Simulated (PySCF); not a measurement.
**Calculated NMR data**

[PySCF: coordinates at the GFN2-xTB level; NMR shieldings at PBE0/pcSseg-1/GIAO; gas phase; single conformer; non-relativistic; rapidly exchanging positions averaged]

Scale: $^{1}$H, $^{13}$C vs TMS (reference shieldings calculated alike). Splittings of carbon signals by F and P are missing where no couplings were computed. Where no couplings were computed, multiplicities follow the n + 1 count of equivalent neighbours, and m marks all less simple cases (inequivalent or close neighbours, rings, F or P nearby). Shifts are as computed. Against solution values, carbons near 30 ppm lie about +3 ppm off and those near 130 ppm about +5 ppm; carbons on Cl a further +6 ppm (rms about the fit 2.1 ppm; single classes can miss by 10 ppm). Of 1328 compounds with measured shifts, 309 miss one by over three times the rms of a fit or turn the order of signals round; such compounds aren't used in these exercises. Signals without a measured value on file couldn't be tested in this way; 1H shifts scatter by 0.2 ppm about their fit, and single ones miss by 0.5 ppm. Carbons bonded to Cl come out too deshielded. OH and NH positions are gas-phase values without hydrogen bonding to other molecules.

Compound 1 (C5H6N2O). $^{1}$H NMR (600 MHz, computed): δ 9.18 (d, 1H), 7.38 (m, 1H), 6.97 (d, 1H), 4.41 (s, 3H). $^{13}$C{$^{1}$H} NMR (computed): δ 171.1 (C), 150.4 (CH), 132.2 (CH), 119.3 (CH), 57.0 (CH3). Structure: SMILES COc1cccnn1.

Compound 2 (C4H5FO3Si). $^{1}$H NMR (600 MHz, computed): δ 7.47 (m, 1H), 6.50 (m, 1H), 5.13 (s, 1H), 2.28 (br s, 2H). $^{13}$C{$^{1}$H} NMR (computed): δ 174.1, 150.7, 145.3, 107.8. Structure: `O[SiH](O)c1occc1F`.

Compound 3 (C6H5ClFN). $^{1}$H NMR (600 MHz, computed): δ 7.04 (m, 1H), 6.93 (m, 1H), 2.71 (s, 3H). $^{13}$C{$^{1}$H} NMR (computed): δ 180.4, 166.8, 163.3, 114.9, 113.7, 27.0. Structure: `InChI=1S/C6H5ClFN/c1-4-2-5(8)3-6(7)9-4/h2-3H,1H3`.
